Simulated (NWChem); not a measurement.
System: BSiH$_{5}$; SMILES B[SiH3]

Program: NWChem. Pople sets run with spherical d functions. STO-3G and 3-21G are far too small for this property and stand as cheap habits. Geometry: optimised at PBE0/def2-SVP. Vertical excitations in the gas phase; the lowest state need not have the same character in each row.

```json
[
 {"level": "CAM-B3LYP/3-21G, TDA", "basis functions": "32", "lowest excitation, singlet (eV)": "4.53", "oscillator strength of that lowest state": "0.007", "lowest state with f > 0.02, singlet (eV)": "7.22", "oscillator strength of that bright state": "0.089", "orbital gap (eV)": "8.82"},
 {"level": "CAM-B3LYP/6-31G*, TDA", "basis functions": "42", "lowest excitation, singlet (eV)": "4.46", "oscillator strength of that lowest state": "0.007", "lowest state with f > 0.02, singlet (eV)": "7.15", "oscillator strength of that bright state": "0.079", "orbital gap (eV)": "8.76"},
 {"level": "CAM-B3LYP/6-31+G*, TDA", "basis functions": "50", "lowest excitation, singlet (eV)": "4.37", "oscillator strength of that lowest state": "0.005", "lowest state with f > 0.02, singlet (eV)": "[?]", "oscillator strength of that bright state": "0.080", "orbital gap (eV)": "8.54"},
 {"level": "CAM-B3LYP/def2-SVP, TDA", "basis functions": "57", "lowest excitation, singlet (eV)": "4.34", "oscillator strength of that lowest state": "0.006", "lowest state with f > 0.02, singlet (eV)": "6.93", "oscillator strength of that bright state": "0.093", "orbital gap (eV)": "8.59"},
 {"level": "CAM-B3LYP/def2-SVPD, TDA", "basis functions": "84", "lowest excitation, singlet (eV)": "4.32", "oscillator strength of that lowest state": "0.005", "lowest state with f > 0.02, singlet (eV)": "6.87", "oscillator strength of that bright state": "0.083", "orbital gap (eV)": "8.55"},
 {"level": "CAM-B3LYP/def2-TZVP, TDA", "basis functions": "98", "lowest excitation, singlet (eV)": "4.30", "oscillator strength of that lowest state": "0.005", "lowest state with f > 0.02, singlet (eV)": "6.86", "oscillator strength of that bright state": "0.079", "orbital gap (eV)": "8.50"},
 {"level": "CAM-B3LYP/aug-cc-pVDZ, TDA", "basis functions": "95", "lowest excitation, singlet (eV)": "4.32", "oscillator strength of that lowest state": "0.005", "lowest state with f > 0.02, singlet (eV)": "6.87", "oscillator strength of that bright state": "0.078", "orbital gap (eV)": "8.49"}
]
```

Q: Some entries are withheld; supply them.

A: 
- CAM-B3LYP/6-31+G*, TDA, lowest state with f > 0.02, singlet (eV): 7.00
